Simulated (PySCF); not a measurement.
SCF from a fresh guess for singlet TcO₃I, at the PBE minimum. PySCF input:

```python
from pyscf import gto, scf, dft
mol = gto.M(atom='''
Tc    -0.897623    -0.000000    -0.646060
O     -0.877903     1.382800    -1.615513
O     -0.877903    -1.382800    -1.615513
O     -2.277033    -0.000000     0.328412
I      1.208138     0.000000     0.869551''',
    basis={'Tc': 'def2-SVP', 'O': 'def2-SVP', 'I': 'def2-SVP'},
    ecp={'Tc': 'def2-SVP', 'I': 'def2-SVP'},
    charge=0, spin=0)
mf = dft.RKS(mol, xc='PBE')
mf.grids.atom_grid = (50, 194)
aux = {'Tc': 'def2-universal-JKFIT', 'O': 'def2-universal-JKFIT', 'I': 'def2-universal-JKFIT'}
mf = mf.density_fit(auxbasis=aux)
mf.conv_tol = 1e-08
mf.diis_space = 10
mf.max_cycle = 60
mf.init_guess = 'minao'
mf.verbose = 4
mf.kernel()
```

Excerpt of the output (cycles and frontier levels):

```
init E= -564.476676869243
  HOMO = -0.893381485922698  LUMO = -0.83172634858359  gap/eV = 1.67772
cycle= 1 E= -601.976142473677  delta_E= -37.5  |g|= 3.39  |ddm|= 9.47
cycle= 2 E= -590.388538708062  delta_E= 11.6  |g|= 5.28  |ddm|= 9.33
  HOMO = 0.0501526513409421  LUMO = 0.0601538638042811  gap/eV = 0.27215
cycle= 3 E= -597.800037273224  delta_E= -7.41  |g|= 4.33  |ddm|= 12.6
  HOMO = -0.22835628805306  LUMO = -0.0711435308809177  gap/eV = 4.27798
cycle= 4 E= -603.114190334514  delta_E= -5.31  |g|= 1.83  |ddm|= 10.2
  HOMO = -0.195873722860266  LUMO = -0.171159772980868  gap/eV = 0.67250
cycle= 5 E= -599.201081979538  delta_E= 3.91  |g|= 4.21  |ddm|= 3.77
  HOMO = -0.249222052501235  LUMO = -0.184663384948955  gap/eV = 1.75673
cycle= 6 E= -603.014546773759  delta_E= -3.81  |g|= 2.15  |ddm|= 3.57
  HOMO = -0.246411620028472  LUMO = -0.182225705608338  gap/eV = 1.74659
cycle= 7 E= -603.683536976133  delta_E= -0.669  |g|= 0.987  |ddm|= 1.98
... 15 lines left out ...
cycle= 15 E= -603.939839088547  delta_E= -5.71e-08  |g|= 0.000166  |ddm|= 0.000779
  HOMO = -0.278350620191597  LUMO = -0.172927301025217  gap/eV = 2.86871
cycle= 16 E= -603.939839084769  delta_E= 3.78e-09  |g|= 0.000231  |ddm|= 0.000256
  HOMO = -0.278352127943466  LUMO = -0.172926617729102  gap/eV = 2.86877
cycle= 17 E= -603.939839095575  delta_E= -1.08e-08  |g|= 3.34e-05  |ddm|= 0.000157
  HOMO = -0.278352762379116  LUMO = -0.172926383989448  gap/eV = 2.86880
cycle= 18 E= -603.93983909582  delta_E= -2.44e-10  |g|= 3.75e-06  |ddm|= 2.78e-05
  HOMO = -0.278352037080617  LUMO = -0.17292706261146  gap/eV = 2.86876
Extra cycle  E= -603.939839095751  delta_E= 6.87e-11  |g|= 1.77e-05  |ddm|= 1.97e-05
converged SCF energy = -603.939839095751
```

No lower solution of this spin was found by a stability analysis within the restricted form, which does not test spin polarisation.

The search for the lowest solution, with the stability check, took 23 s on 2 threads of a shared Arm Neoverse N1 host, with 99 basis functions; the process peaked at 0.35 GiB.
